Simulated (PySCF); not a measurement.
selenium hexafluoride (F6Se), singlet, at a GFN2-xTB geometry; BLYP/6-31G run with PySCF.

Input for PySCF:
```python
from pyscf import gto, scf, dft

mol = gto.Mole()
mol.atom = '''
    F     0.97227429   -1.31989934   -0.49748921
    Se   -0.00000000    0.00000000    0.00000000
    F     1.22973411    1.08914258   -0.48628133
    F    -1.22973411   -1.08914258    0.48628133
    F    -0.69092966    0.08112488   -1.56556125
    F     0.69092966   -0.08112488    1.56556125
    F    -0.97227429    1.31989934    0.49748921
'''
mol.basis = '6-31g'
mol.verbose = 4
mol.symmetry = True
mol.build()

mf = dft.RKS(mol)
mf.xc = 'blyp'
mf.kernel()
mf.analyze()
```

The log (banner, timings and long lists left out):

```
PySCF version 2.14.0

[INPUT] verbose = 4
[INPUT] num. atoms = 7
[INPUT] num. electrons = 88
[INPUT] charge = 0
[INPUT] spin (= nelec alpha-beta = 2S) = 0
[INPUT] symmetry True subgroup None
[INPUT] Mole.unit = angstrom
[INPUT] Symbol           X                Y                Z      unit          X                Y                Z       unit  Magmom
[...]
nuclear repulsion = 816.949312583251
point group symmetry = Oh, use subgroup D2h
symmetry origin: [ 4.03717464e-17  0.00000000e+00 -4.03717464e-17]
symmetry axis x: [ 0.71781261  0.63574741 -0.28384906]
symmetry axis y: [-0.56752979  0.77044329  0.29039125]
symmetry axis z: [ 0.40330509 -0.0473537   0.9138395 ]
num. orbitals of irrep Ag = 24
num. orbitals of irrep B1g = 6
num. orbitals of irrep B2g = 6
num. orbitals of irrep B3g = 6
num. orbitals of irrep B1u = 13
num. orbitals of irrep B2u = 13
num. orbitals of irrep B3u = 13
number of shells = 41
number of NR pGTOs = 222
number of NR cGTOs = 81
basis = 6-31g
ecp = {}

******** <class 'pyscf.dft.rks_symm.SymAdaptedRKS'> ********
method = SymAdaptedRKS
initial guess = minao
damping factor = 0
level_shift factor = 0
DIIS = <class 'pyscf.scf.diis.CDIIS'>
diis_start_cycle = 1
diis_space = 8
diis_damp = 0
SCF conv_tol = 1e-09
SCF conv_tol_grad = None
SCF max_cycles = 50
direct_scf = True
direct_scf_tol = 1e-13
XC library pyscf.dft.libxc version 7.1.2
    S. Lehtola, C. Steigemann, M. J. T. Oliveira, and M. A. L. Marques,  SoftwareX 7, 1–5 (2018)
XC functionals = blyp
    A. D. Becke,  Phys. Rev. A 38, 3098 (1988)
    C. Lee, W. Yang, and R. G. Parr,  Phys. Rev. B 37, 785 (1988)
    B. Miehlich, A. Savin, H. Stoll, and H. Preuss,  Chem. Phys. Lett. 157, 200 (1989)
radial grids:
    Treutler-Ahlrichs [JCP 102, 346 (1995); DOI:10.1063/1.469408] (M4) radial grids

becke partition: Becke, JCP 88, 2547 (1988); DOI:10.1063/1.454033
pruning grids: <function nwchem_prune>
grids dens level: 3
symmetrized grids: True
atomic radii adjust function: <function treutler_atomic_radii_adjust>
small_rho_cutoff = 0
Freeze 0 electrons in irreps []
    88 free electrons in irreps Ag B1g B2g B3g B1u B2u B3u
Set gradient conv threshold to 3.16228e-05
Initial guess from minao.
tot grids = 106000
init E= -3000.41007874984
HOMO (B2g) = -0.435086686324831  LUMO (Ag) = -0.154605800198688  gap/eV = 7.63227
cycle= 1 E= -2999.44518943382  delta_E= 0.965  |g|= 1.48  |ddm|= 3.13
HOMO (B1g) = -0.292572917668752  LUMO (Ag) = -0.194411499623112  gap/eV = 2.67111
cycle= 2 E= -2998.56109450347  delta_E= 0.884  |g|= 2.72  |ddm|= 4.67
HOMO (B2g) = -0.384275941891884  LUMO (Ag) = -0.224578522756457  gap/eV = 4.34559
cycle= 3 E= -2999.91734866801  delta_E= -1.36  |g|= 0.114  |ddm|= 2.95
HOMO (B1g) = -0.381518910347875  LUMO (Ag) = -0.216569157940972  gap/eV = 4.48851
cycle= 4 E= -2999.91991229791  delta_E= -0.00256  |g|= 0.0298  |ddm|= 0.155
HOMO (B2g) = -0.381354839266097  LUMO (Ag) = -0.217073435961392  gap/eV = 4.47032
cycle= 5 E= -2999.91999699649  delta_E= -8.47e-05  |g|= 0.00275  |ddm|= 0.018
HOMO (B1g) = -0.381725135731864  LUMO (Ag) = -0.217576498655202  gap/eV = 4.46671
cycle= 6 E= -2999.91999794686  delta_E= -9.5e-07  |g|= 0.000906  |ddm|= 0.00374
HOMO (B2g) = -0.381674388364619  LUMO (Ag) = -0.217496445712079  gap/eV = 4.46751
cycle= 7 E= -2999.91999808116  delta_E= -1.34e-07  |g|= 0.000616  |ddm|= 0.0014
HOMO (B1g) = -0.381691601655079  LUMO (Ag) = -0.217486836341711  gap/eV = 4.46824
cycle= 8 E= -2999.91999814915  delta_E= -6.8e-08  |g|= 5.48e-05  |ddm|= 0.000516
HOMO (B1g) = -0.381693453897389  LUMO (Ag) = -0.217486494702214  gap/eV = 4.46830
cycle= 9 E= -2999.91999814968  delta_E= -5.28e-10  |g|= 2.62e-06  |ddm|= 5.04e-05
HOMO (B1g) = -0.381693446807739  LUMO (Ag) = -0.217486154384174  gap/eV = 4.46831
Extra cycle  E= -2999.91999814971  delta_E= -2.68e-11  |g|= 4.74e-06  |ddm|= 8.98e-06
converged SCF energy = -2999.91999814971
**** SCF Summaries ****
Total Energy =                       -2999.919998149708135
Nuclear Repulsion Energy =             816.949312583251299
One-electron Energy =                -5798.195951414320916
Two-electron Energy =                 1981.326640681361368
Two-electron Coulomb Energy =         2131.495161668982291
DFT Exchange-Correlation Energy =     -150.168520987620923
HOMO-LUMO gap [eV] =                     4.468308021436658
Wave-function symmetry = Ag
occupancy for each irrep:     Ag  B1g  B2g  B3g  B1u  B2u  B3u
                              14    3    3    3    7    7    7
**** MO energy ****
[...]
 ** Mulliken pop on meta-lowdin orthogonal AOs  **
 ** Mulliken pop  **
 ** Mulliken atomic charges  **
charge of    0F =     -0.36594
charge of    1Se =      2.19561
charge of    2F =     -0.36593
charge of    3F =     -0.36593
charge of    4F =     -0.36594
charge of    5F =     -0.36594
charge of    6F =     -0.36594
Dipole moment(X, Y, Z, Debye):  0.00000,  0.00000,  0.00000
```
